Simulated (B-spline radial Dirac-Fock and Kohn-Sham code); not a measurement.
# Satellites and hypersatellites of the K lines of Xe³⁰⁺

System: xenon as Xe³⁰⁺ in the configuration [Ar] 3d6.

Input of the calculation (task.json; shells as n, l, electrons):

```json
{"items": [{
  "Z": 54,
  "q": 30,
  "cfg": [[1, 0, 2], [2, 0, 2], [2, 1, 6], [3, 0, 2], [3, 1, 6], [3, 2, 6]],
  "A": 132,
  "rrms": 4.7859,
  "do": ["binding", "quiet", "double"]
}]}
```

Launch: `python xray_run.py task.json out`

Level of theory: ΔSCF Dirac-Fock with Breit, self-energy and vacuum polarisation, finite nucleus, configuration average; an atomic code on a B-spline grid. Each two-hole energy is an average over J within one jj subconfiguration, not an observable level; in light atoms, where LS coupling holds, the j-resolved values are not observed lines, and for a K spectator the Kα1 hypersatellite is nearly forbidden. The model has no electron correlation.

Lines without a spectator: Kα2 (K-L2) 29486.3 eV, Kα1 (K-L3) 29810.0 eV, Kβ3 (K-M2) 33747.9 eV, Kβ1 (K-M3) 33818.0 eV. Shifts in eV with one spectator hole (a dash: not computed, or left out as unreliable):

```tsv
spectator hole	Kα2	Kα1	Kβ3	Kβ1
K (1s)	+637.5	+661.8	+822.6	+828.5
L2 (2p1/2)	+75.0	+95.2	–	+202.1
L3 (2p3/2)	+70.8	+72.1	+175.9	–
M2 (3p1/2)	–	+15.07	+35.8	+41.6
M3 (3p3/2)	+11.15	–	+35.7	+35.4
```

With n spectator holes in 2p, averaged over the 2p shell (energies in eV):

| n | KαLⁿ | step | hypersatellite KαʰLⁿ |
| --- | --- | --- | --- |
| 0 | 29702.1 | – | 30355.8 |
| 1 | 29780.2 | +78.1 | 30435.6 |
| 2 | 29859.9 | +79.6 | 30516.8 |
| 3 | 29941.0 | +81.1 | 30599.6 |
| 4 | 30023.6 | +82.6 | 30683.8 |
| 5 | 30107.7 | +84.1 | 30769.6 |
